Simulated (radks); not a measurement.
Results of a calculation; reference values are marked as such.
Task: Ge11+, 21 electrons, occupied as [Ne] 3s2 3p(1/2: 2, 3/2: 3) 3d(3/2: 4, 5/2: 0) (not the ground configuration). Level of theory: Dirac Kohn-Sham, BLYP, spin-unpolarised, spherical densities, finite nucleus; Fermi nuclear charge, rms radius 4.0742 fm (a radial shooting solver on a logarithmic mesh with Libxc functionals). Some entries of the table are withheld. Estimate them.

orbital,occ.,eigenvalue (eV),<r^2> (bohr^2)
1s1/2,2,(1),0.002973
2s1/2,2,-1687.153,0.05169
2p1/2,2,-1536.616,0.04008
2p3/2,4,-1504.616,0.04155
3s1/2,2,-444.3935,0.3805
3p1/2,2,-393.7712,0.3818
3p3/2,3,-388.3616,0.3913
3d3/2,4,-303.9871,(2)
3d5/2,0,-303.0390,(3)

Result: 
(1) 1s1/2 eigenvalue (eV): -11276.85
(2) 3d3/2 <r^2> (bohr^2): 0.3642
(3) 3d5/2 <r^2> (bohr^2): 0.3668
